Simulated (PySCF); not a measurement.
Ligand exchange on a metal centre used in film growth or etching (Zr Cl-NH2). All species are isolated molecules in the gas phase. One relaxed conformer stands for each flexible species; it need not be the lowest.

These are TPSSh-D3(BJ)/def2-TZVP // TPSS-D3(BJ)/def2-SVP run with PySCF values and carry that method's errors. All candidates: neutral, multiplicity 1. 

The HOMO comes out as -6.57 eV and the HOMO–LUMO gap is 5.60 eV. The LUMO is -0.98 eV.

Problem. Name which member has these values.
A. [Zr(Cl)2(NH2)2]
B. [Zr(Cl)4]
C. [Zr(Cl)(NH2)3]
D. [Zr(Cl)3(NH2)]

Solution. C, [Zr(Cl)(NH2)3]. The others give [Zr(Cl)2(NH2)2]: -7.02 eV, 4.79 eV, -2.23 eV; [Zr(Cl)4]: -9.01 eV, 5.78 eV, -3.22 eV; [Zr(Cl)3(NH2)]: -7.64 eV, 4.91 eV, -2.73 eV
